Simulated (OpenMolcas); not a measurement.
Ag2+ with 6 ligands (sulfide) in octahedral coordination (Oh). A charge of +1.67 e stands 2.8 Å behind each ligand. Ligand basis ANO-RCC-VDZP.

```json
{
 "Program": "OpenMolcas 26.06",
 "Method": "CASSCF",
 "Basis": "ANO-RCC-VTZP [7s6p4d2f1g]",
 "Scalar Hamiltonian": "DKH2, point nucleus",
 "Active space": "9 electrons in 5 orbitals (4d)",
 "State averaging": "2S+1 = 2 even, 5 roots",
 "Spin-orbit coupling": "state interaction with AMFI integrals over the reference wave functions"
}
```

All ligands move together. At R = 2.54 Å |10Dq| is 5774 cm-1, and at R = 2.89 Å it is 2774 cm-1.

Task: A third run gives 3912 cm-1. What distance was it run at?

Result: With a power law R^-n the two known points give n = -ln(2774 / 5774) / ln(2.89 / 2.54) = 5.68. Then R = 2.54 × (5774 / 3912)^(1/5.68) = 2.720 Å. The run was at 2.72 Å, so the estimate is off by 0 Å.

An orbital doublet at a regular site is open to a Jahn-Teller distortion, which this geometry leaves out. The sulfide ions are held by bare point charges, a crude embedding. With metal d orbitals alone the field can be off either way by tens of per cent. Ligand-to-metal charge-transfer states are missing. The least metal-like active orbital is 79 % on the metal (Löwdin) and no ligand orbital is active, so the numbers are rough (holds for R = 2.54). No measured value stands beside these numbers; the geometry is a model, was not optimised and need not be the one that this ion takes.
